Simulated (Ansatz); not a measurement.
Br$_{2}$Zn, singlet, at a GFN2-xTB geometry (such geometries of metal compounds can be far from the true shape); HF/STO-3G (Ansatz, a first-principles code).

Here is a job for Ansatz.
Ansatz 0.2 input:
```yaml
crystal:
  periodic: [false, false, false]
  atoms:
    - {symbol: Zn, position_ang: [-0.00812161, -0.01195013, -0.01326557]}
    - {symbol: Br, position_ang: [-0.24664341, 1.76351145, -1.42520509]}
    - {symbol: Br, position_ang: [0.25360479, -1.75326848, 1.43657557]}
basis:
  gaussian:
    orbitals: STO-3G
hamiltonian:
  xc: hf
```

Output, abridged:

```
Functional definition: HF
518 factors; integrals over basis functions are off by at most 2.7e-4 eV
mean field evaluation 1: about -186103.6770 eV, gradient 1.2e2 eV
mean field evaluation 2: about -186103.7469 eV, gradient 1.2e2 eV
mean field evaluation 4: about -186290.7048 eV, gradient 4.8e1 eV
mean field evaluation 8: about -186305.7562 eV, gradient 2.6e1 eV
mean field evaluation 16: about -186308.0175 eV, gradient 1.1e-5 eV
mean field evaluation 32: about -186292.7609 eV, gradient 9.2e0 eV
mean field evaluation 64: about -186302.2292 eV, gradient 3.4e0 eV
mean field -186308.01754892 eV, -6846.6933608130 hartree, gradient 1.2e-5 eV, S^2 0.000000; 2 other end points of the search recorded, 0 dependent functions left out
reference -186308.01754892 eV, -6846.6933608130 hartree; 50, 50 occupied and 4, 4 virtual orbitals, 518 factors
Total energy: -186308.01754892 eV, -6846.6933608130 hartree
```
